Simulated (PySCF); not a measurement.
Polarisability and C₆ of Te⁻ (tellurium, charge -1)

[Kr] 4d10 5s2 5p5, 2P determinant. All numbers are calculated (PySCF 2.14, a scalar-relativistic core potential, in aug-cc-pVDZ-PP with ECP28MDF (5s4p3d, 32 functions)). Coupled (time-dependent) response in atomic units; α is the mean over directions. A double-zeta set is small for polarisabilities.

| method | mean α (bohr³) | α xx, yy, zz | C₆ (like pair) | S(−4) |
| --- | --- | --- | --- | --- |
| UHF | 64.94 | 52.00, 71.42, 71.42 | 931.6 | 1137 |
| PBE0 | 71.39 | 56.33, 78.92, 78.92 | 1042 | 1518 |

S(−4) is the Cauchy moment in α(ω) = α(0) + S(−4) ω² + …

Spin-orbit coupling is absent.

α(iu) at PBE0:

```json
{"u (hartree)": "0", "α(iu) (bohr³)": "71.39"}
{"u (hartree)": "0.0500", "α(iu) (bohr³)": "67.92"}
{"u (hartree)": "0.100", "α(iu) (bohr³)": "60.19"}
{"u (hartree)": "0.200", "α(iu) (bohr³)": "44.53"}
{"u (hartree)": "0.300", "α(iu) (bohr³)": "32.90"}
{"u (hartree)": "0.500", "α(iu) (bohr³)": "18.88"}
{"u (hartree)": "0.750", "α(iu) (bohr³)": "10.61"}
{"u (hartree)": "1.00", "α(iu) (bohr³)": "6.671"}
{"u (hartree)": "1.50", "α(iu) (bohr³)": "3.292"}
{"u (hartree)": "2.00", "α(iu) (bohr³)": "1.945"}
{"u (hartree)": "3.00", "α(iu) (bohr³)": "0.9062"}
{"u (hartree)": "5.00", "α(iu) (bohr³)": "0.3378"}
```

A single London oscillator, α(iu) = α/(1 + u²/ω²), gives C₆ = (3/4) ω α². Matching the computed C₆ needs ω = 4 × 1042 / (3 × 71.39²) = 0.273 hartree.

For an ion, C₆ is the dispersion term alone; charge-induced terms of lower order in 1/R come first.

The components differ because the open shell of this determinant is not spherical; for a pure term their mean is the scalar polarisability.

Energies and moments cover only the electrons outside the core potential.
